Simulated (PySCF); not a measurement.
# Electron correlation in Co²⁺ (cobalt, charge +2)

Starting occupation: [Ar] 3d6 4s1, 3d3/2 with m_j = +3/2, 3d5/2 with m_j = -3/2, -1/2, +1/2, +3/2, +5/2, 4s1/2 with m_j = +1/2. Calculation: PySCF 2.14, in x2c-TZVPall-2c with one added diffuse shell each of s, p, d type (7s8p5d1f, 63 functions); X2C-1e with screened-nucleus spin-orbit coupling, Gaussian nucleus. Frozen: [Ne]; 15 electrons correlated; the 6 highest virtual spinors left out.

MP2 pair energies summed by pair of shells (mhartree):

```csv
pair,energy,share (%)
3d-3p,-148.23,39.6
3d-3d,-91.59,24.5
3p-3p,-61.36,16.4
3d-3s,-22.69,6.1
3p-3s,-22.61,6.0
3d-4s,-13.71,3.7
3p-4s,-10.58,2.8
3s-3s,-2.95,0.8
3s-4s,-0.80,0.2
```

Total MP2 correlation energy: -374.51 mhartree.

The GHF reference relaxed away from the jj start to a determinant that is no pure jj level (⟨S²⟩ = 8.75, ⟨J²⟩ = 24.76); the energies belong to that determinant.

This basis was not built for core-valence correlation, so the inner-shell part is incomplete.
